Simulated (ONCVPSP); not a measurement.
# B: excitation energies, all-electron against ONCV

- Element: B
- Generator: ONCVPSP 4.0.1
- Type: optimised norm-conserving Vanderbilt (ONCV)
- Functional: PBEsol
- Relativity: fully relativistic
- Frozen core: [He]
- Valence charge: 3
- Reference configuration: 2s2 2p1
- Partial waves: 2s: rc 1.30 bohr, ncon 4, nbas 7, qcut 6.4 1/bohr, 2 projectors, debl 3 Ha; 2p: rc 3.75 bohr, ncon 4, nbas 7, qcut 4.6 1/bohr, 2 projectors, debl 2 Ha; d scattering state at 0.16 Ha: rc 3.75 bohr, ncon 5, nbas 9, qcut 2.8 1/bohr, 2 projectors, debl 3.2 Ha
- Local potential: polynomial inside 1.25 bohr (lpopt 5, dvloc0 0 Ha)
- Core correction: Teter function, fcfact 1.5, rcfact 1.4

Open shells are filled in proportion to 2j + 1.

Energies are relative to the spin-unpolarised reference configuration 2s2 2p1; without spin polarisation the order of configurations can differ from experiment.

Problem. Give the all-electron excitation energy and the error of the potential for: 2s2 2p0; 2s1 2p0; 2s2 2p0.5; 2s1 2p1.

Solution.

```
valence configuration  charge  ΔE all-electron (eV)  error AE − PS (meV)
              2s2 2p0      +1                 8.139                 +139
              2s1 2p0      +2                33.401                 +408
            2s2 2p0.5    +0.5                 2.855                  +21
              2s1 2p1      +1                14.264                  -59
```
